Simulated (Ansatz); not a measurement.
**From F to I: the HOMO–LUMO gap**

One atom is swapped for its congeners: CH2ClF (chlorofluoromethane) `FCCl`; CH2Cl2 `ClCCl`; CH2BrCl `ClCBr`; CH2ClI (chloroiodomethane) `ClCI`. All are singlets with charge 0.

Shapes, held fixed at every level: PBE0-D4/def2-TZVP. Programs: Ansatz 0.2.0. Values in eV.

```tsv
level	CH2ClF	CH2Cl2	CH2ClI
SPW92/def2-TZVPP	6.83	6.06	4.12
r2SCAN-D4/def2-TZVPP	7.62	6.70	4.61
B3LYP-D4/def2-TZVPP	8.94	8.14	5.75
BHLYP-D4/def2-TZVPP	11.88	11.12	8.20
PBE0-D4/def2-TZVPP	9.53	8.69	6.24
r2SCAN0-D4/def2-TZVPP	10.00	9.05	6.52
wB97M-V/def2-TZVPP	13.82	13.12	10.41
```

**Question.** Estimate the column for CH2BrCl from its neighbours.

**Answer.** The mean of the neighbours at wB97M-V/def2-TZVPP is 11.77 eV, against 12.05 from the run. All rows: SPW92/def2-TZVPP 5.26; r2SCAN-D4/def2-TZVPP 5.85; B3LYP-D4/def2-TZVPP 7.15; BHLYP-D4/def2-TZVPP 9.93; PBE0-D4/def2-TZVPP 7.68; r2SCAN0-D4/def2-TZVPP 8.01; wB97M-V/def2-TZVPP 12.05 eV. At wB97M-V/def2-TZVPP the HOMO–LUMO gap falls at every step, from 13.82 to 10.41 eV. Every level shows the same order. For atoms past krypton def2 sets carry core potentials with scalar relativity. Relativity is left out for Br unless named. Orbital gaps aren't excitation energies, and the LUMO depends on the basis.
